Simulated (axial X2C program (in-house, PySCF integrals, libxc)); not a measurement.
# MoB: from the spin-free to the two-component result

All values were computed with an in-house relativistic program for diatomic molecules. Spin-free means the one-electron spin-free X2C Hamiltonian; two-component (2c) means X2C with spin–orbit coupling and atomic mean-field two-electron Coulomb and Gaunt terms, so the difference of the two also holds small scalar two-electron terms. Basis: Mo dyall-cv3z [11s12p9d5f3g], B dyall-v3z [7s6p2d1f] (cores contracted in-house); Gaussian nuclei, density fitting, unrestricted open shells. Masses: Mo 97.905 u, B 11.009 u.

Spin-free state: M_S = 5/2, Λ = 1 (beyond evenly filled blocks: 2 × σα, π+α, π+β, π-α, δ+α, δ-α); fragments Mo + B.

```tsv
level	Re (Å)	ωe (cm⁻¹)	De (eV)	μ (D)
CCSD	1.979	594.0	1.502	n/a
CCSD(T)	1.956	657.9	1.793	n/a
PBE50	2.012	525.8	1.632	-2.74
```

Correlated methods: 17 electrons correlated (number of frozen shells: Mo 3 s, 2 p, 1 d; B 1 s), 271 virtual spin orbitals or spinors in MP2, 110 natural virtuals in coupled cluster.

Dipoles are positive if B is the positive end.

Two-component determinant lowest at the distance of the search:

Ω = 7/2 (⟨Sz⟩ = 2.50, ⟨Lz⟩ = 1.00 at HF); fragments Mo + B.

```json
{"level": "CCSD", "Re (Å)": "1.976", "ωe (cm⁻¹)": "596.8", "De (eV)": "1.517", "μ (D)": "n/a"}
{"level": "CCSD(T)", "Re (Å)": "1.954", "ωe (cm⁻¹)": "660.4", "De (eV)": "1.806", "μ (D)": "n/a"}
{"level": "PBE50", "Re (Å)": "2.008", "ωe (cm⁻¹)": "528.1", "De (eV)": "1.644", "μ (D)": "-2.73"}
```

(1) From the two tables, how do the constants change at the CCSD(T) level (2c against spin-free)?

The state is one determinant whose occupation by symmetry is held fixed; it was picked as the lowest of a PBE0 search that is not exhaustive. Dissociation energies refer to the lowest single-determinant-based atoms at the same level and basis. Density functionals use the spin component along the axis (collinear). CCSD and (T) use frozen natural virtuals with an MP2 correction for the truncation; (T) itself is uncorrected, so its De runs slightly low. A 2c atom that is not at its ground J level misses part of its spin–orbit lowering, and De is too large by that part (0.04 eV or less for light atoms). This holds for PBE50. PBE0 can misorder states that lie within some tenths of an eV, so this need not be the ground state of the molecule. The nearest other spin-free determinant of the search, M_S = 3/2, Λ = 1, lies 0.19 eV up at the distance of the search. The functionals have no current-density term, which raises determinants with orbital currents, atoms included. With several unpaired electrons one determinant need not be a pure state. A state of lower Ω lies just above, and one determinant can place such states too high, so the state shown need not be the lowest. The search has Ω = 3/2 only 0.04 eV up. The determinant is spin-polarised beyond a pure state at some levels (its spin-free form has ⟨S²⟩ too high), which makes Re and μ there less reliable. The T1 diagnostic is large, a sign of multireference character.

## Answers

(1) At the CCSD(T) level Re goes down by 0.002 Å and ωe goes up by 2.5 cm⁻¹; De changes by 0.013 eV.
